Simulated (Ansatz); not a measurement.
C₁₁H₁₃FOTi, SMILES `C[O][Ti]12345678([F])([C@H]9[C@@H]1[C@@H]2[C@@H]3[C@H]94)[C@H]1[C@@H]5[C@@H]6[C@@H]7[C@H]18`, relaxed with RKS PBE0-D4/def2-TZVP in Ansatz from a GFN2-xTB geometry. The force threshold is 0.005 eV/Å; the program also tests the step.

Charge 0, multiplicity 1.

Start:

```xyz
27

C    -0.298    2.821   -0.771
O     0.271    1.737   -0.134
Ti   -0.207    0.097    0.085
F    -1.947    0.447    0.062
C    -0.596   -0.202   -2.286
C    -0.992   -1.405   -1.654
C     0.144   -1.987   -1.077
C     1.247   -1.135   -1.323
C     0.790   -0.052   -2.104
C    -0.918   -0.278    2.377
C    -0.370   -1.491    1.922
C     0.994   -1.275    1.651
C     1.285    0.082    1.905
C     0.100    0.696    2.369
H    -0.112    2.778   -1.857
H    -1.387    2.825   -0.599
H     0.130    3.754   -0.379
H    -1.238    0.432   -2.883
H    -1.983   -1.838   -1.695
H     0.192   -2.975   -0.638
H     2.287   -1.369   -1.131
H     1.416    0.712   -2.548
H    -1.929   -0.132    2.736
H    -0.881   -2.446    1.911
H     1.725   -2.043    1.432
H     2.270    0.535    1.897
H     0.009    1.712    2.730
```

```csv
step,energy (eV),largest force (eV/Å),largest move (Å)
1,-39483.9834,1.886,0.000
2,-39484.2709,1.014,0.178
3,-39484.4195,0.649,0.055
4,-39484.4579,0.375,0.154
5,-39484.4724,0.145,0.073
6 (rejected),-39484.4506,0.666,0.037
7,-39484.4748,0.069,0.018
8,-39484.4753,0.032,0.029
9,-39484.4757,0.018,0.015
10,-39484.4759,0.008,0.006
11,-39484.4759,0.004,0.004
```

End:

```xyz
27

C    -0.236    2.775   -0.894
O     0.226    1.810   -0.008
Ti   -0.263    0.035    0.135
F    -2.069    0.339    0.139
C    -0.612   -0.151   -2.248
C    -1.016   -1.378   -1.679
C     0.109   -1.991   -1.115
C     1.221   -1.136   -1.324
C     0.771   -0.017   -2.046
C    -0.876   -0.354    2.448
C    -0.306   -1.540    1.943
C     1.052   -1.278    1.660
C     1.305    0.073    1.954
C     0.110    0.640    2.451
H     0.174    2.643   -1.906
H    -1.331    2.757   -0.969
H     0.067    3.767   -0.539
H    -1.264    0.575   -2.706
H    -2.031   -1.740   -1.622
H     0.125   -2.937   -0.597
H     2.238   -1.318   -1.012
H     1.378    0.829   -2.330
H    -1.917   -0.211    2.695
H    -0.821   -2.478    1.799
H     1.767   -1.989    1.276
H     2.235    0.597    1.794
H    -0.037    1.678    2.700
```

It took 22 s on 10 threads of an AMD EPYC 7R13 on a shared host and a whole NVIDIA H100 80 GB, with 1.5 GiB of host memory at the peak.
